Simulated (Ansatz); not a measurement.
Input for Ansatz (a quantum-chemistry and plane-wave program): U-CCSD(T)/cc-pVDZ on O (SMILES [O]).

Ansatz 0.2 input:
```yaml
crystal:
  periodic: [false, false, false]
  atoms:
    - {symbol: O, position_ang: [0.00000000, 0.00000000, 0.00000000]}
basis:
  gaussian:
    orbitals: cc-pVDZ
magnetization: {spin_polarized: true, initial_magnetization: 2}
correlation: {method: ccsd_t, electrons: outside_noble_gas}
scf: {omitted_lower_state_checks: [cluster_reference]}
```

Output:

```
WARN ansatz: RAYON_NUM_THREADS=1 ignored (pool sized by the plan → 1); use --threads N
Functional definition: HF
these checks for a lower state are left out or cut short: cluster_reference
integrals: 0.00 GiB planned
71 factors; integrals over basis functions are off by at most 1.5e-4 eV
mean field: 0.04 GiB planned
mean field evaluation 1: about -2034.9853 eV, gradient 7.1e0 eV
mean field evaluation 2: about -2034.9858 eV, gradient 7.1e0 eV
mean field evaluation 4: about -2035.1955 eV, gradient 6.2e-1 eV
mean field evaluation 8: about -2035.1985 eV, gradient 5.1e-4 eV
mean field evaluation 16: about -2035.1985 eV, gradient 3.6e-6 eV
mean field -2035.19851766 eV, -74.7921660167 hartree, gradient 1.6e-6 eV, S^2 2.004367; 3 other end points of the search recorded, 0 dependent functions left out
1 core orbitals not correlated
reference -2035.19851766 eV, -74.7921660167 hartree; 4, 2 occupied and 9, 11 virtual orbitals, 71 factors
second order -2.77460529 eV of doubles, -0.00000000 eV of singles
coupled cluster: 0.04 GiB planned
cycle   1  -3.10601314 eV  change   -3.3e-1 eV  update   2.3e-2
cycle   2  -3.18034958 eV  change   -7.4e-2 eV  update   6.9e-3
cycle   3  -3.18446163 eV  change   -4.1e-3 eV  update   1.9e-3
cycle   4  -3.18462504 eV  change   -1.6e-4 eV  update   5.9e-4
cycle   5  -3.18464031 eV  change   -1.5e-5 eV  update   8.6e-5
cycle   6  -3.18466110 eV  change   -2.1e-5 eV  update   9.7e-6
cycle   7  -3.18465709 eV  change    4.0e-6 eV  update   1.4e-6
perturbative correction -0.02039897 eV, -0.0007496485 hartree
Total energy: -2038.40357372 eV, -74.9099496547 hartree
Checks for a lower state left out: cluster_reference
```

The run converged.

Cost: very roughly 0.5 core-seconds.
